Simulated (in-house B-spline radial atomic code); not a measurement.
Configurations of Mn VI (Mn5+), with energies counted from [Ar] 3d2. Method: Dirac-Hartree-Fock, average of configuration, Fermi nucleus of rms radius 3.7057 fm. Calculated with an all-electron radial atomic-structure program (B-spline basis). Energies include first-order Breit, QED and recoil terms.

Occupations are held fixed; configurations that lie above the ionisation limit could autoionise.

```json
{"configuration": "[Ar] 3d1 5s1", "E - E(ref) (eV)": "59.195", "highest orbital": "5s1/2", "its <r> (bohr)": "3.659"}
{"configuration": "[Ar] 3d1 5p1", "E - E(ref) (eV)": "62.929", "highest orbital": "5p3/2", "its <r> (bohr)": "3.962"}
{"configuration": "[Ar] 3d1 5g1", "E - E(ref) (eV)": "73.432", "highest orbital": "5g9/2", "its <r> (bohr)": "4.576"}
{"configuration": "[Ar] 3d1 7s1", "E - E(ref) (eV)": "78.569", "highest orbital": "7s1/2", "its <r> (bohr)": "8.489"}
{"configuration": "[Ar] 3d1 7p1", "E - E(ref) (eV)": "79.661", "highest orbital": "7p3/2", "its <r> (bohr)": "9.031"}
{"configuration": "[Ar] 3d1 7f1", "E - E(ref) (eV)": "82.836", "highest orbital": "7f5/2", "its <r> (bohr)": "10.97"}
{"configuration": "[Ne] 3s2 3p5 3d2 5s1", "E - E(ref) (eV)": "110.98", "highest orbital": "5s1/2", "its <r> (bohr)": "3.659"}
{"configuration": "[Ne] 3s2 3p5 3d2 6s1", "E - E(ref) (eV)": "123.68", "highest orbital": "6s1/2", "its <r> (bohr)": "5.824"}
{"configuration": "[Ne] 3s2 3p5 3d2 7s1", "E - E(ref) (eV)": "130.35", "highest orbital": "7s1/2", "its <r> (bohr)": "8.489"}
{"configuration": "[Ne] 3s2 3p5 3d2 7f1", "E - E(ref) (eV)": "134.61", "highest orbital": "7f5/2", "its <r> (bohr)": "10.95"}
```

(1) Order these further configurations by energy, lowest first.
A. [Ar] 3d1 4p1
B. [Ne] 3s2 3p5 3d2 4f1
C. [Ar] 3d1 6f1
D. [Ar] 3d1 5f1
E. [Ar] 3d1 7g1

(2) How far above the reference does [Ne] 3s2 3p5 3d2 5g1 lie?

(3) How far above the reference does [Ne] 3s2 3p5 3d2 6g1 lie?

(4) How far above the reference does [Ne] 3s2 3p5 3d2 6f1 lie?

Answers

(1) A (38.725 eV), D (72.985 eV), C (79.128 eV), E (83.031 eV), B (113.52 eV).

(2) 125.22 eV; its least bound orbital is 5g9/2 with <r> = 4.575 bohr.

(3) 131.2 eV; its least bound orbital is 6g9/2 with <r> = 7.319 bohr.

(4) 130.89 eV; its least bound orbital is 6f5/2 with <r> = 7.749 bohr.
